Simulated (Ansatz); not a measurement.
Gas-phase electronic energies from Ansatz, PBE0-D4/def2-TZVP geometries. CCSD(T)/CBS adds triple-zeta CCSD(T) − MP2 to the extrapolated MP2 energy (def2 sets, frozen cores). This one scheme is used for every species. DFT in def2-TZVPP. B3LYP here is the variant with VWN-RPA as its local correlation; programs differ in this. Each species was taken in one conformer, which may not be the lowest.

`N[SiH2][SiH](N)F` + `OBF` → `N[SiH2]OBF` + `N[SiH2]F`  (cleavage of the Si–Si bond)

CCSD(T)/CBS gives -29.7 kcal/mol.

Another level gave -28.5 kcal/mol. Which?
A. B3LYP-D4/def2-TZVPP
B. PBE0/def2-TZVPP
C. PBE-D4/def2-TZVPP
D. MP2/def2-TZVPP

A. B3LYP-D4 -28.5, MP2/def2-TZVPP -31.4, PBE-D4 -22.6, PBE0 -25.7 kcal/mol.

Largest T1 diagnostic among the species: 0.013.

In def2-TZVPP, CCSD(T) changes the Hartree–Fock value by +6.5 kcal/mol (the triples alone add +0.9 kcal/mol) and MP2 by +4.8 kcal/mol. The D4 term adds +1.4 kcal/mol with B3LYP and +0.8 kcal/mol with PBE0; it sums over pairs of atoms, weighted by their polarisabilities, and B3LYP, whose exchange is more repulsive, gets the larger term. From PBE to PBE0 (25 % exact exchange), in def2-TZVPP and without D4, ΔE moves by −2.2 kcal/mol.

CCSD(T)/CBS has its own doubt, a few kJ/mol and more with outer-core shells, so smaller differences from it don't rank the levels.
